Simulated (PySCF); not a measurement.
Fractional electron number in Rh (rhodium, neutral)

The 5s alpha orbital of [Kr] 4d8 5s1 is emptied in steps (occupation f), with all orbitals relaxed, ending at [Kr] 4d8. Computed with PySCF 2.14 in x2c-TZVPall, with scalar relativity by spin-free X2C-1e. The exact energy is a straight line in f; departures are measured from the line between the end points of the same method.

```
   f  UHF (eV)
   1     0.000
0.75     0.030
 0.5     0.038
0.25     0.028
   0     0.000
```

```tsv
method	E(f=0) − E(f=1) (eV)	−ε at f=1 (eV)	−ε at f=0.5 (eV)
UHF	6.313	6.477	6.308
```

Orbital energy along the path (eV):

```json
{"f": "1", "UHF": "-6.477"}
{"f": "0.75", "UHF": "-6.388"}
{"f": "0.5", "UHF": "-6.308"}
{"f": "0.25", "UHF": "-6.236"}
{"f": "0", "UHF": "-6.170"}
```

Reference removal energy between the ground levels: 7.459 eV (measured; NIST Atomic Spectra Database, ionization energies). The calculation has no spin-orbit coupling. UHF lacks correlation.
